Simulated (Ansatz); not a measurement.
`CC1=C[SiH]1[AlH2]` → Al• + 3 C• + 7 H• + Si•  (atomization)

Isolated molecules relaxed with PBE0-D4/def2-TZVP in Ansatz; ΔE leaves out vibrations. CBS: MP2 limit from def2 TZ/QZ plus the TZ coupled-cluster correction, frozen cores. This one scheme is used for every species, atoms too. DFT in def2-TZVPP. HSE06 is defined as in plane-wave codes. No spin–orbit coupling; open shells (•) take unrestricted orbitals. Spin–orbit coupling would lower the free atoms: a little for Al, C, Si.

CCSD(T)/CBS gives +44.08 eV.

Task: Another level gave +44.09 eV. Which?
A. PBE-QIDH/def2-TZVPP
B. B2PLYP/def2-TZVPP
C. r2SCANh/def2-TZVPP
D. HSE06-D4/def2-TZVPP

Result: C. r2SCANh 44.09, HSE06-D4 44.38, PBE-QIDH 44.02, B2PLYP 43.60 eV.

Largest T1 diagnostic among the species: 0.018.

From r2SCAN to r2SCAN0 (25 % exact exchange), in def2-TZVPP and without D4, ΔE moves by −0.54 eV: exact exchange takes away binding that semilocal exchange gives to molecules. At CCSD(T), def2-SVP lies −2.14 eV from the extrapolated value and def2-TZVPP −1.09 eV: correlation converges slowly with the basis, and small sets miss more of it in the bonded molecule than in its fragments.

For atomizations the MP2-based limit and the directly extrapolated one differ by several kJ/mol either way, and by 10 to 25 for some Ge, Se and Sn compounds, so smaller differences from it don't rank the levels.
